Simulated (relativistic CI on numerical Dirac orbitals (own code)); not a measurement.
# What each ingredient does to the levels of Cr2+

Base calculation: Dirac-Coulomb-Breit CI, separate exchange-only KLI orbitals for each configuration, a model potential for QED, valence Slater integrals scaled by 0.85, P86 correlation energy added to each configuration.

Configurations in the expansion (outside the closed core [Ne] 3s2): 3p6 3d4, 3p6 3d3 4s, 3p6 3d3 4p, 3p6 3d2 4s2, 3p6 3d3 4d, 3p6 3d3 5s, 3p6 3d3 5p, 3p6 3d2 4s 4p, 3p6 3d3 4f, 3p6 3d3 5d, 3p6 3d3 5f, 3p6 3d3 5g, 3p5 3d5, 3p6 3d2 4p2, 3p6 3d2 4s 4d. Levels of other configurations are missing.

Variants: (1) self-excluded LDA correlation estimate; (2) Slater integrals left unscaled; (3) one mean potential for all configurations; (4) only the first configuration. Shifts of the energy above 3p6 3d4 5D_0, in cm⁻¹, for the lowest level and the first level of each name with at least 55 % of one term (blank where a level changes its place among those of its configuration and J or its character, or is not in the variant):

```csv
Level,Base,Δ(1),Δ(2),Δ(3),Δ(4),Measured
3p6 3d4 5D_0,0.0,0.0,0.0,0.0,0.0,0.0
3p6 3d4 5D_1,56.1,0.0,+0.3,-4.8,+1.4,62.2
3p6 3d4 5D_2,165.4,+0.1,+1.3,-14.2,+4.2,183.2
3p6 3d4 5D_3,323.2,+0.2,+3.4,-27.7,+8.5,356.6
3p6 3d4 5D_4,523.5,+0.3,+7.2,-44.7,+14.1,576.1
3p6 3d4 3H_4,16832.4,-3.8,+2912.3,-105.1,-195.2,17273.7
3p6 3d4 3H_5,16938.1,-3.8,+2913.1,-116.1,-194.9,17396.9
3p6 3d4 3H_6,17053.3,-3.8,+2915.2,-128.0,-194.9,17530.7
3p6 3d4 3P_0,18000.8,-0.4,+3151.4,-6.3,+64.3,16771.4
3p6 3d4 3P_1,18354.5,-0.3,+3150.9,-34.2,+66.4,17168.6
3p6 3d4 3P_2,18979.0,-0.2,+3157.4,-82.7,+70.9,17851.2
3p6 3d4 3F_2,19244.8,-2.2,+3290.9,-75.4,-57.1,18451.8
3p6 3d4 3F_3,19294.4,-2.3,+3296.1,-78.4,-61.6,18511.2
3p6 3d4 3F_4,19360.8,-2.4,+3300.3,-83.3,-66.8,18583.4
3p6 3d4 3G_3,21166.1,-1.8,+3658.8,-133.1,-93.1,20703.6
3p6 3d4 3G_4,21300.1,-1.8,+3659.8,-145.4,-93.0,20853.0
3p6 3d4 3G_5,21424.3,-1.7,+3667.6,-155.0,-93.1,20996.0
3p6 3d4 1I_6,25419.2,-9.0,+4368.0,-135.2,-412.9,26014.9
3p6 3d4 1G_4,26596.4,-5.6,+4535.3,-109.3,-179.6,25138.9
3p6 3d4 3D_3,27450.3,-3.2,+4728.8,-127.9,-120.9,25726.4
3p6 3d4 3D_2,27499.0,-3.2,+4728.5,-131.1,-119.6,25780.9
3p6 3d4 3D_1,27562.0,-3.2,+4725.7,-135.6,-120.2,25848.3
```

Correlation outside the listed configurations is missing or only estimated: errors of thousands of cm⁻¹ between configurations and terms are usual at this charge. Rates and lifetimes follow the computed energies and can be off by large factors. The fine structure of a lone outer electron comes out too small, for d and f at times inverted, and misplaced configurations move strength between like terms. 67 of the 67 excited levels that our extract of the measured tables holds in this range could be paired (the sources list more); they are missed by 884 cm⁻¹ on average and 3565 at most, and levels without a partner can miss by more.

Measured levels: Sugar and Corliss, J. Phys. Chem. Ref. Data 6, 317 (1977).

Ionisation energy from the two ground configurations alone: base 30.75 eV; self-excluded LDA correlation estimate 31.17 eV; Slater integrals left unscaled 30.9 eV. The NIST ASD value (measured) is 30.959 eV.
